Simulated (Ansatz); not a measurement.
Reaction (ligand exchange at a Ga–Te bond): `[CH3][Ga]([CH3])[TeH]` + H₂Se → `[CH3][Ga]([CH3])[SeH]` + H₂Te

Computed with Ansatz on PBE0-D4/def2-TZVP structures; ΔE is electronic, products minus reactants. CBS: MP2 limit from def2 TZ/QZ plus the TZ coupled-cluster correction, frozen cores. DFT in def2-TZVPP. Elements past krypton have def2 core potentials. For Ga, Se, Te outer-core shells are correlated without core-valence functions, which leaves a few kJ/mol of doubt a bond. Scalar relativity is left out up to krypton. One conformer a species, not always the lowest.

`[CH3][Ga]([CH3])[TeH]`:

Z-matrix (Å, degrees):
```
C
Ga 1 1.967
H 1 1.090 2 112.4
H 1 1.093 2 109.9 3 -121.2
H 1 1.093 2 109.7 3 120.9
C 2 1.967 1 125.4 3 176.9
Te 2 2.537 1 116.1 3 -2.2
H 6 1.092 2 110.8 1 36.6
H 6 1.094 2 109.2 1 -81.9
H 6 1.090 2 111.6 1 158.6
H 7 1.658 2 92.5 1 -179.8
```

H₂Se:

```xyz
3

Se    0.106   -0.396   -0.548
H     0.086    1.052   -0.316
H    -0.193   -0.657    0.864
```

`[CH3][Ga]([CH3])[SeH]`:

Cartesian coordinates in Å:
```
C -1.500 0.843 -0.190
Ga 0.271 0.072 0.170
C 0.948 -1.655 -0.477
Se 1.773 1.312 1.472
H -1.458 1.431 -1.111
H -1.817 1.507 0.616
H -2.251 0.063 -0.326
H 0.905 -1.690 -1.569
H 1.976 -1.835 -0.162
H 0.320 -2.467 -0.101
H 0.832 2.420 1.677
```

H₂Te:

```xyz
3

Te    0.591   -0.340    0.373
H    -0.827    0.375    0.842
H     0.235   -0.035   -1.215
```

```
             level  ΔE (kcal/mol)
        r2SCAN0-D4            1.2
          BHLYP-D4            1.3
      CAM-B3LYP-D4            0.7
          PBE-QIDH            1.4
               PBE            1.2
RPA@PBE/def2-TZVPP            0.6
      MP2/def2-SVP            1.7
      HF/CBS(def2)            0.6
```

Task: What does CCSD(T)/CBS give? (Estimate.)

Result: Ansatz gave: +1.8 kcal/mol. The listed levels differ from it by -0.6, -0.5, -1.1, -0.4, -0.6, -1.2, -0.1, -1.2 kcal/mol.

Largest T1 diagnostic among the species: 0.011.

Leaving LDA and LC-ωPBE aside and taking each functional with its dispersion term where it has one, the values, not all of them listed here, spread over 1.4 kcal/mol, from B97M-V to HSE06-D4.
